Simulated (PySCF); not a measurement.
PySCF input file for C4H2BrF, SMILES C#C/C=C(\F)Br, TDDFT-CAM-B3LYP/def2-SVPD. Geometry optimised at PBE-D3(BJ)/def2-SVP. The structure was generated by enumeration; whether it is a known compound was not checked.

```python
import numpy as np
from pyscf import gto, scf, dft, tdscf

mol = gto.M(
    atom='''
    C    -0.16403344   -3.78046551    0.00000000
    C    -0.40131792   -2.57699965    0.00000000
    C    -0.71291888   -1.19582929    0.00000000
    C     0.23240603   -0.22193247    0.00000000
    F     1.53278428   -0.48075713    0.00000000
    Br   -0.16583396    1.61991421    0.00000000
    H     0.05199306   -4.83949735    0.00000000
    H    -1.76767764   -0.87932444    0.00000000
    ''',
    basis='def2-SVPD',
    charge=0,
    spin=0,
    symmetry=True,
    max_memory=1600,
    verbose=4,
)
mf = dft.RKS(mol, xc='cam-b3lyp').density_fit(auxbasis='def2-universal-jkfit')
mf.grids.level = 3
mf.conv_tol = 1e-9
mf.max_cycle = 100
mf.kernel()
mf.grids = dft.Grids(mol).set(level=1).build(with_non0tab=True)  # coarser grid for the response kernel
td = tdscf.TDDFT(mf)
td.singlet = True
td.nstates = 10
td.conv_tol = 1e-4
td.positive_eig_threshold = 1e-6
td.kernel(x0=td.get_init_guess(mf, 15))
td.analyze()
tt = tdscf.TDA(mf)
tt.singlet = False
tt.nstates = 4
tt.conv_tol = 1e-4
tt.positive_eig_threshold = 1e-6
tt.kernel(x0=tt.get_init_guess(mf, 9))
tt.analyze(verbose=3)
```

Program output:

```
PySCF version 2.14.0

[INPUT] verbose = 4
[INPUT] num. atoms = 8
[INPUT] num. electrons = 70
[INPUT] charge = 0
[INPUT] spin (= nelec alpha-beta = 2S) = 0
[INPUT] symmetry True subgroup None
[INPUT] Mole.unit = angstrom
[INPUT] Symbol           X                Y                Z      unit          X                Y                Z       unit  Magmom
[INPUT]  1 C     -0.164033440000  -3.780465510000   0.000000000000 AA   -0.309978276870  -7.144044437264   0.000000000000 Bohr   0.0
[INPUT]  2 C     -0.401317920000  -2.576999650000   0.000000000000 AA   -0.758380957680  -4.869823561600   0.000000000000 Bohr   0.0
[INPUT]  3 C     -0.712918880000  -1.195829290000   0.000000000000 AA   -1.347221432232  -2.259789849833   0.000000000000 Bohr   0.0
[INPUT]  4 C      0.232406030000  -0.221932470000   0.000000000000 AA    0.439183746397  -0.419391586448   0.000000000000 Bohr   0.0
[INPUT]  5 F      1.532784280000  -0.480757130000   0.000000000000 AA    2.896542497239  -0.908499308132   0.000000000000 Bohr   0.0
[INPUT]  6 Br    -0.165833960000   1.619914210000   0.000000000000 AA   -0.313380766552   3.061194202191   0.000000000000 Bohr   0.0
[INPUT]  7 H      0.051993060000  -4.839497350000   0.000000000000 AA    0.098252643778  -9.145324572058   0.000000000000 Bohr   0.0
[INPUT]  8 H     -1.767677640000  -0.879324440000   0.000000000000 AA   -3.340426616118  -1.661682366237   0.000000000000 Bohr   0.0

nuclear repulsion = 345.544335645377
point group symmetry = Cs
symmetry origin: [ 2.15968702e-09 -3.50949133e-09  0.00000000e+00]
symmetry axis x: [1.00000000e+00 1.99666352e-10 0.00000000e+00]
symmetry axis y: [-1.99666352e-10  1.00000000e+00  0.00000000e+00]
symmetry axis z: [0. 0. 1.]
num. orbitals of irrep A' = 112
num. orbitals of irrep A" = 48
number of shells = 64
number of NR pGTOs = 256
number of NR cGTOs = 160
basis = def2-SVPD
ecp = {}


[settings echo left out]
init E= -2826.80518770049
HOMO (A") = -0.249042010986234  LUMO (A") = -0.0539211582644263  gap/eV = 5.30951
cycle= 1 E= -2826.9546480292  delta_E= -0.149  |g|= 0.628  |ddm|= 8.22
HOMO (A") = -0.301823315443809  LUMO (A") = -0.066892961455169  gap/eV = 6.39278
cycle= 2 E= -2826.87571035644  delta_E= 0.0789  |g|= 0.899  |ddm|= 2.46
HOMO (A") = -0.300948648521826  LUMO (A") = -0.0147171609859069  gap/eV = 7.78876
cycle= 3 E= -2827.04782538406  delta_E= -0.172  |g|= 0.0647  |ddm|= 1.53
HOMO (A") = -0.306992968469543  LUMO (A") = -0.0168184922519741  gap/eV = 7.89605
cycle= 4 E= -2827.04824522746  delta_E= -0.00042  |g|= 0.054  |ddm|= 0.199
HOMO (A") = -0.306401820437941  LUMO (A") = -0.0139441786410082  gap/eV = 7.95818
cycle= 5 E= -2827.04889207368  delta_E= -0.000647  |g|= 0.0157  |ddm|= 0.118
HOMO (A") = -0.306399774866245  LUMO (A") = -0.0135284437960341  gap/eV = 7.96943
cycle= 6 E= -2827.04894776677  delta_E= -5.57e-05  |g|= 0.0043  |ddm|= 0.0435
HOMO (A") = -0.30644993739529  LUMO (A") = -0.0134997023191086  gap/eV = 7.97158
cycle= 7 E= -2827.04895271462  delta_E= -4.95e-06  |g|= 0.00172  |ddm|= 0.0116
HOMO (A") = -0.306489054230296  LUMO (A") = -0.0134798720108851  gap/eV = 7.97319
cycle= 8 E= -2827.04895347512  delta_E= -7.61e-07  |g|= 0.000491  |ddm|= 0.00435
HOMO (A") = -0.306497549247656  LUMO (A") = -0.0134788572414144  gap/eV = 7.97344
cycle= 9 E= -2827.04895357183  delta_E= -9.67e-08  |g|= 0.000116  |ddm|= 0.00139
HOMO (A") = -0.306499083450477  LUMO (A") = -0.0134673656361093  gap/eV = 7.97380
cycle= 10 E= -2827.04895357898  delta_E= -7.16e-09  |g|= 2.94e-05  |ddm|= 0.000502
HOMO (A") = -0.306500132476063  LUMO (A") = -0.0134674842917448  gap/eV = 7.97382
cycle= 11 E= -2827.04895357964  delta_E= -6.6e-10  |g|= 1.2e-05  |ddm|= 0.000116
HOMO (A") = -0.306499405950735  LUMO (A") = -0.0134673015087703  gap/eV = 7.97381
Extra cycle  E= -2827.04895357972  delta_E= -7.55e-11  |g|= 1.07e-05  |ddm|= 3.94e-05
converged SCF energy = -2827.04895357972
tot grids = 38296
Overwritten attributes  positive_eig_threshold  of <class 'pyscf.tdscf.rks.TDDFT'>


******** <class 'pyscf.tdscf.rks.TDDFT'> for <class 'pyscf.df.df_jk.DFSymAdaptedRKS'> ********
nstates = 10 singlet
deg_eia_thresh = 1.000e-03
wfnsym = None
conv_tol = 0.0001
eigh lindep = 1e-12
eigh level_shift = 0
eigh max_cycle = 100


Excitation energies (eV)
[5.17689574 5.28168031 5.35931395 6.06141689 6.70911543 6.75974183
 6.82799695 6.84673556 7.44567388 7.54506281]

** Singlet excitation energies and oscillator strengths **
Excited State   1:   A"      5.17690 eV    239.50 nm  f=0.0001
      34 -> 36        0.21349
      35 -> 37       -0.60962
      35 -> 38       -0.15504
      35 -> 39       -0.14007
Excited State   2:   A'      5.28168 eV    234.74 nm  f=0.4085
      34 -> 37       -0.11962
      34 -> 38       -0.10232
      35 -> 36        0.65900
Excited State   3:   A"      5.35931 eV    231.34 nm  f=0.0000
      34 -> 36        0.65342
      34 -> 46        0.10819
      35 -> 37        0.21357
Excited State   4:   A"      6.06142 eV    204.55 nm  f=0.0008
      32 -> 37       -0.23186
      35 -> 37       -0.15030
      35 -> 38        0.43826
      35 -> 39        0.20006
      35 -> 40        0.14639
      35 -> 41       -0.18555
      35 -> 43       -0.31470
Excited State   5:   A"      6.70912 eV    184.80 nm  f=0.0078
      32 -> 39        0.10094
      35 -> 38        0.48762
      35 -> 39       -0.35792
      35 -> 40       -0.11251
      35 -> 41        0.24403
      35 -> 43        0.12345
Excited State   6:   A'      6.75974 eV    183.42 nm  f=0.0008
      33 -> 37        0.67242
      33 -> 43        0.14547
Excited State   7:   A"      6.82800 eV    181.58 nm  f=0.0000
      33 -> 36       -0.69725
Excited State   8:   A'      6.84674 eV    181.09 nm  f=0.2367
      32 -> 36       -0.53072
      34 -> 37       -0.21331
      34 -> 38       -0.15057
      34 -> 39       -0.15379
      34 -> 41        0.13250
      34 -> 43        0.12963
      35 -> 36       -0.19182
      35 -> 42        0.10107
      35 -> 46        0.12419
Excited State   9:   A"      7.44567 eV    166.52 nm  f=0.0001
      31 -> 37       -0.33708
      32 -> 37       -0.53698
      32 -> 43       -0.12782
      35 -> 37        0.12740
      35 -> 41        0.13549
Excited State  10:   A"      7.54506 eV    164.32 nm  f=0.0016
      32 -> 38        0.19688
      35 -> 39        0.49658
      35 -> 40       -0.26120
      35 -> 41        0.29150

** Transition electric dipole moments (AU) **
state          X           Y           Z        Dip. S.      Osc.
  1        -0.0000      0.0000     -0.0229      0.0005      0.0001
  2        -0.3255     -1.7467      0.0000      3.1571      0.4085
  3        -0.0000     -0.0000     -0.0002      0.0000      0.0000
  4         0.0000      0.0000     -0.0724      0.0052      0.0008
  5        -0.0000      0.0000     -0.2172      0.0472      0.0078
  6         0.0142     -0.0693      0.0000      0.0050      0.0008
  7        -0.0000     -0.0000     -0.0077      0.0001      0.0000
  8         0.1566      1.1776      0.0000      1.4114      0.2367
  9        -0.0000      0.0000      0.0185      0.0003      0.0001
 10        -0.0000      0.0000      0.0937      0.0088      0.0016

** Transition velocity dipole moments (imaginary part, AU) **
state          X           Y           Z        Dip. S.      Osc.
  1        -0.0000      0.0000     -0.0130      0.0002      0.0006
  2        -0.0607     -0.3353      0.0000      0.1161      0.3988
  3         0.0000     -0.0000      0.0006      0.0000      0.0000
  4         0.0000     -0.0000     -0.0220      0.0005      0.0014
  5        -0.0000      0.0000     -0.0612      0.0037      0.0101
  6         0.0085     -0.0155     -0.0000      0.0003      0.0008
  7        -0.0000     -0.0000     -0.0016      0.0000      0.0000
  8         0.0390      0.2949      0.0000      0.0885      0.2345
  9         0.0000     -0.0000      0.0045      0.0000      0.0000
 10         0.0000      0.0000      0.0462      0.0021      0.0051

** Transition magnetic dipole moments (imaginary part, AU) **
state          X           Y           Z
  1        -0.2042      0.2362     -0.0000
  2        -0.0000     -0.0000     -0.1770
  3        -0.0231      0.3442     -0.0000
  4        -0.1424     -0.2345     -0.0000
  5        -0.1632     -0.2436      0.0000
  6         0.0000     -0.0000     -0.6599
  7        -0.0156      0.2207     -0.0000
  8         0.0000     -0.0000     -0.1746
  9        -0.2821     -0.0980     -0.0000
 10         1.5007     -0.0695     -0.0000
Overwritten attributes  positive_eig_threshold  of <class 'pyscf.tdscf.rks.TDA'>


******** <class 'pyscf.tdscf.rks.TDA'> for <class 'pyscf.df.df_jk.DFSymAdaptedRKS'> ********
nstates = 4 triplet
deg_eia_thresh = 1.000e-03
wfnsym = None
conv_tol = 0.0001
eigh lindep = 1e-12
eigh level_shift = 0
eigh max_cycle = 100


Excitation energies (eV)
[3.11668957 4.73464417 5.03996184 5.23712599]

** Triplet excitation energies and oscillator strengths **
Excited State   1:   A'      3.11669 eV    397.81 nm  f=0.0000
Excited State   2:   A"      4.73464 eV    261.87 nm  f=0.0000
Excited State   3:   A"      5.03996 eV    246.00 nm  f=0.0000
Excited State   4:   A'      5.23713 eV    236.74 nm  f=0.0000
```

The run converged.

Cost: about 6 core-minutes (a rough figure).
